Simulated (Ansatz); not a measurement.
Input and output for CH$_{6}$FNOSn, SMILES `C[O][SnH]([NH2])[F]`.

```yaml
crystal:
  periodic: [false, false, false]
  atoms:
    - {symbol: C, position_ang: [-1.083937, -0.668735, -1.272317]}
    - {symbol: O, position_ang: [-0.874122, -1.051141, 0.067397]}
    - {symbol: Sn, position_ang: [0.112888, 0.097237, 1.297405]}
    - {symbol: N, position_ang: [1.909667, 0.644898, 0.595708]}
    - {symbol: F, position_ang: [-0.815337, 1.778433, 1.357845]}
    - {symbol: H, position_ang: [-1.814692, 0.143843, -1.354519]}
    - {symbol: H, position_ang: [-1.472444, -1.534325, -1.815428]}
    - {symbol: H, position_ang: [-0.159285, -0.347544, -1.770665]}
    - {symbol: H, position_ang: [0.051850, -0.638438, 2.816000]}
    - {symbol: H, position_ang: [2.335771, -0.025042, -0.031465]}
    - {symbol: H, position_ang: [1.875042, 1.543614, 0.130639]}
basis:
  gaussian: {orbitals: def2-TZVP, final_grid: {core_spheres: 5, valence_spheres: 4, degree: 11}}
total_charge: -1
magnetization: {spin_polarized: true, initial_magnetization: 1}
hamiltonian: {xc: {name: BLYP}}
```

```sh
$ ansatz run in.yaml --threads 4 --pin off --events-out ev --progress --plain --max-ram 10444MiB
```

Output, abridged:

```
Functional definition: BLYP
  name "BLYP"
  cite "Becke, Phys. Rev. A 38, 3098 (1988) doi:10.1103/PhysRevA.38.3098"
  cite "Lee, Yang & Parr, Phys. Rev. B 37, 785 (1988) doi:10.1103/PhysRevB.37.785"
  parameter beta = 0.0042
  parameter a = 0.04918
  parameter b = 0.132
  parameter c = 0.2533
  parameter d = 0.349
  exchange = b88_x(beta = beta)
  correlation = lyp_c(a = a, b = b, c = c, d = d)
1294 factors; their error is unknown
mean field evaluation 1: about -13207.6742 eV, gradient 5.7e1 eV
mean field evaluation 2: about -13142.2421 eV, gradient 1.2e2 eV
mean field evaluation 4: about -13219.6117 eV, gradient 1.7e1 eV
mean field evaluation 8: about -13220.6086 eV, gradient 5.1e-1 eV
mean field evaluation 16: about -13220.5072 eV, gradient 2.3e-2 eV
mean field -13220.50716336 eV, -485.8446770718 hartree, gradient 5.7e-5 eV, S^2 0.751072; 3 other end points of the search recorded, 0 dependent functions left out
reference -13220.50764323 eV, -485.8446947068 hartree; 30, 29 occupied and 180, 181 virtual orbitals, 1294 factors
Total energy: -13220.50764323 eV, -485.8446947068 hartree
```

Run time 1.8 s (4 threads of an Intel Xeon 6975P-C on a shared host); peak host memory 0.47 GiB.
